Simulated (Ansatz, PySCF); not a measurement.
Gas-phase reaction in SMILES: C#CO -> [C]#C + [OH] (HO) (the C-O bond at the site shown breaks; other sites are not compared here)
Structures are relaxed separately at B3LYP-D3(BJ)/def2-TZVP in Ansatz (a quantum-chemistry and plane-wave program). Markedly spin-contaminated UHF reference, which strains HF, MP2 and, less, CCSD(T): [C]#C. High T1 diagnostic, so coupled cluster is less sure: [C]#C.

Property: bond dissociation energy (enthalpy at 298 K, with B3LYP-D3(BJ) rigid-rotor harmonic-oscillator terms from PySCF), in kcal/mol. Correlated levels leave the core frozen unless marked. Open shells are spin-unrestricted. No spin-orbit coupling. Non-relativistic. Basis-set limits of correlation are two-point, X^-3; Hartree-Fock from the larger set.

```tsv
level	program	bond dissociation energy (kcal/mol)	minus last row
revPBE-D4/def2-TZVPD	Ansatz + dftd4	123.6	0.4
r2SCAN-D3(BJ)/def2-TZVPD	Ansatz + dftd3	120.6	-2.6
r2SCAN-D4/def2-TZVPD	Ansatz + dftd4	120.6	-2.6
B3LYP-D3(BJ)/def2-TZVPD	Ansatz + dftd3	122.8	-0.4
B3LYP/def2-TZVPD	Ansatz	122.0	-1.2
PBE0-D3(BJ)/def2-TZVP	Ansatz + dftd3	125.8	2.6
PBE0-D3(BJ)/def2-TZVPD	Ansatz + dftd3	125.2	2.0
BHLYP-D3(BJ)/def2-TZVPD	Ansatz + dftd3	116.9	-6.3
HSE06/def2-TZVPD	Ansatz	125.0	1.8
LC-wPBE-D3(BJ)/def2-TZVPD	Ansatz + dftd3	124.8	1.6
LC-wPBE/def2-TZVPD	Ansatz	124.3	1.1
CCSD/cc-pVTZ	Ansatz	117.1	-6.1
CCSD/CBS(cc-pVTZ,cc-pVQZ)	Ansatz	119.6	-3.6
CCSD(T)/cc-pVTZ	Ansatz	120.7	-2.5
CCSD(T)/CBS(cc-pVTZ,cc-pVQZ)	Ansatz	123.2	0.0
```
